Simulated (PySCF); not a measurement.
## Dipole response of Mo+ (molybdenum, charge +1)

[Kr] 4d4 5s1, high-spin 6D determinant (an excited configuration). All numbers are calculated (PySCF 2.14, scalar relativity through the core potential, in def2-QZVPPD with the def2 core potential (28 electrons)). Coupled (time-dependent) response in atomic units; α is the mean over directions.

| method | mean α (bohr³) | α xx, yy, zz | C₆ (like pair) | S(−4) |
| --- | --- | --- | --- | --- |
| UHF | 53.04 | 53.40, 53.40, 52.33 | 424.2 | 1943 |
| PBE | 38.07 | 38.01, 38.01, 38.20 | 293.4 | 819.4 |
| PBE0 | 40.61 | 40.67, 40.67, 40.50 | 314.0 | 979.3 |
| MN15 | 42.58 | 42.89, 42.89, 41.97 | 338.8 | 1036 |
| PBEsol | 37.61 | 37.55, 37.55, 37.72 | 290.2 | 789.4 |

S(−4) is the Cauchy moment in α(ω) = α(0) + S(−4) ω² + …

Spin-orbit coupling is absent.

α(iu) at MN15:

| u (hartree) | α(iu) (bohr³) |
| --- | --- |
| 0 | 42.58 |
| 0.0500 | 40.18 |
| 0.100 | 34.63 |
| 0.200 | 23.62 |
| 0.300 | 16.74 |
| 0.500 | 10.18 |
| 0.750 | 6.686 |
| 1.00 | 4.844 |
| 1.50 | 2.918 |
| 2.00 | 1.947 |
| 3.00 | 1.031 |
| 5.00 | 0.4219 |

A single London oscillator, α(iu) = α/(1 + u²/ω²), gives C₆ = (3/4) ω α². Matching the computed C₆ needs ω = 4 × 338.8 / (3 × 42.58²) = 0.249 hartree.

For an ion, C₆ is the dispersion term alone; charge-induced terms of lower order in 1/R come first.

The components differ because the open shell of this determinant is not spherical; for a pure term their mean is the scalar polarisability.

Energies and moments cover only the electrons outside the core potential.
